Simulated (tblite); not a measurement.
Species: C6H15PSi.
SMILES with atom numbers: `[CH3:1][CH2:2][C@@H:3]1[CH2:4][P:5]([SiH3:6])[C@@H:7]1[CH3:8]` (hydrogens: H9, H10, H11 on C1; H12, H13 on C2; H14 on C3; H15, H16 on C4; H17, H18, H19 on Si6; H20 on C7; H21, H22, H23 on C8)

Computed with GFN2-xTB (tblite), gas phase: L-BFGS steps from a force-field or distance-geometry start until the largest atomic force falls under 0.01 eV/Å.

At the end of the run (lengths in Å): C4–P5 1.877, C3–C7 1.546, P5–C7 1.895, Si6–H18 1.463, C2–C3 1.524, Si6–H19 1.463, P5–Si6 2.241, P5–C7–C8 111.3°, C4–P5–Si6 100.0°, Si6–P5–C7 99.9°, C3–C7–C8 116.0°, C1–C2–C3–C4 -69°, C2–C3–C4–P5 -143°, C3–C4–P5–Si6 -83°, H20–C7–C3–C2 -101°, H15–C4–C3–C2 -30°.

**Question.** These geometries were met on the way; a selection of coordinates is given. Order them by energy above the end point, lowest first.
A. C4–P5 1.880, C3–C7 1.552, P5–C7 1.905, Si6–H18 1.462, C2–C3 1.529, Si6–H19 1.461, P5–Si6 2.258, P5–C7–C8 113.5°, C4–P5–Si6 99.3°, Si6–P5–C7 99.8°, C3–C7–C8 116.7°, C1–C2–C3–C4 -67°, C2–C3–C4–P5 -145°, C3–C4–P5–Si6 -83°, H20–C7–C3–C2 -102°, H15–C4–C3–C2 -34°
B. C4–P5 1.854, C3–C7 1.567, P5–C7 1.883, Si6–H18 1.480, C2–C3 1.529, Si6–H19 1.476, P5–Si6 2.235, P5–C7–C8 115.1°, C4–P5–Si6 102.0°, Si6–P5–C7 102.2°, C3–C7–C8 117.8°, C1–C2–C3–C4 -69°, C2–C3–C4–P5 -145°, C3–C4–P5–Si6 -83°, H20–C7–C3–C2 -105°, H15–C4–C3–C2 -34°
C. C4–P5 1.816, C3–C7 1.582, P5–C7 1.866, Si6–H18 1.490, C2–C3 1.547, Si6–H19 1.483, P5–Si6 2.223, P5–C7–C8 116.1°, C4–P5–Si6 103.3°, Si6–P5–C7 103.1°, C3–C7–C8 118.6°, C1–C2–C3–C4 -70°, C2–C3–C4–P5 -144°, C3–C4–P5–Si6 -82°, H20–C7–C3–C2 -106°, H15–C4–C3–C2 -32°
D. C4–P5 1.887, C3–C7 1.553, P5–C7 1.906, Si6–H18 1.464, C2–C3 1.524, Si6–H19 1.463, P5–Si6 2.258, P5–C7–C8 113.8°, C4–P5–Si6 100.2°, Si6–P5–C7 100.6°, C3–C7–C8 117.3°, C1–C2–C3–C4 -68°, C2–C3–C4–P5 -145°, C3–C4–P5–Si6 -83°, H20–C7–C3–C2 -104°, H15–C4–C3–C2 -35°
E. C4–P5 1.873, C3–C7 1.549, P5–C7 1.896, Si6–H18 1.466, C2–C3 1.528, Si6–H19 1.465, P5–Si6 2.241, P5–C7–C8 113.3°, C4–P5–Si6 99.3°, Si6–P5–C7 99.6°, C3–C7–C8 116.6°, C1–C2–C3–C4 -68°, C2–C3–C4–P5 -145°, C3–C4–P5–Si6 -83°, H20–C7–C3–C2 -101°, H15–C4–C3–C2 -33°

**Answer.** E (0.014 eV), A (0.027 eV), D (0.048 eV), B (0.104 eV), C (0.203 eV).

| step | E above end (eV) | rms distance from the end, all atoms (Å) | largest force (eV/Å) | rms shift of all bonds from the end (Å) |
| --- | --- | --- | --- | --- |
| 8 | 0.014 | 0.046 | 0.153 | 0.002 |
| 5 | 0.027 | 0.052 | 0.216 | 0.005 |
| 3 | 0.048 | 0.057 | 0.336 | 0.006 |
| 1 | 0.104 | 0.063 | 0.941 | 0.010 |
| 0 | 0.203 | 0.067 | 1.904 | 0.020 |

Rows stand in the order of the answer.
